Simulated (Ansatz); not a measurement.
`O=CB[SiH3]` + HBr → `O=CBBr` + SiH₄ at 400 K and 1 bar (cleavage of the B–Si bond).

Gas-phase electronic energies from Ansatz, PBE0-D4/def2-TZVP geometries. CBS: MP2 limit from def2 TZ/QZ plus the TZ coupled-cluster correction, frozen cores. This one scheme is used for every species. For Br outer-core shells are correlated without core-valence functions, which leaves a few kJ/mol of doubt a bond. Scalar relativity is left out up to krypton. One conformer a species, not always the lowest.

```json
{"species": "`O=CB[SiH3]`", "CCSD(T)/CBS energy (Eh)": "-430.03905", "H − E (kJ/mol)": "173.7", "S (J/(mol·K))": "358.8"}
{"species": "HBr", "CCSD(T)/CBS energy (Eh)": "-2573.91920", "H − E (kJ/mol)": "27.6", "S (J/(mol·K))": "207.2"}
{"species": "`O=CBBr`", "CCSD(T)/CBS energy (Eh)": "-2712.53327", "H − E (kJ/mol)": "104.9", "S (J/(mol·K))": "335.8"}
{"species": "SiH₄", "CCSD(T)/CBS energy (Eh)": "-291.46306", "H − E (kJ/mol)": "96.9", "S (J/(mol·K))": "218.6"}
```

H − E and S are ideal-gas, rigid-rotor, harmonic terms from PBE0-D4/def2-TZVP, for one conformer and one mirror image of each species. 1 Eh = 2625.50 kJ/mol, R = 8.31446 J/(mol·K).

By hand: ΔE, ΔH, ΔS and ΔG.

ΔE = (-2712.53327) + (-291.46306) − (-430.03905) − (-2573.91920) = -0.03808 Eh = -100.0 kJ/mol. Δ(H − E) = 104.9 + 96.9 − 173.7 − 27.6 = 0.5, so ΔH = -99.5 kJ/mol. ΔS = 335.8 + 218.6 − 358.8 − 207.2 = -11.6 J/(mol·K). ΔG = -99.5 − 400 × (-11.6)/1000 = -94.9 kJ/mol.

By hand: the equilibrium constant, and the temperature at which ΔG would vanish if ΔH and ΔS stayed fixed.

log₁₀ K = −ΔG/(RT ln 10) = 12.4. ΔG = 0 at ΔH/ΔS = 8578 K, far beyond where these terms or the molecules hold.

The number of gas molecules stays the same, so ΔS is small and ΔH decides. A doubt of 5 kJ/mol in ΔE shifts log₁₀ K by 0.7 here. Other conformers and mirror images would add mixing entropy, several J/(mol·K) or more a flexible species. These are equilibria of isolated gas molecules and say nothing of rates. Largest T1 diagnostic: 0.021 (customary marks: 0.02 for closed shells, 0.045 for open ones).
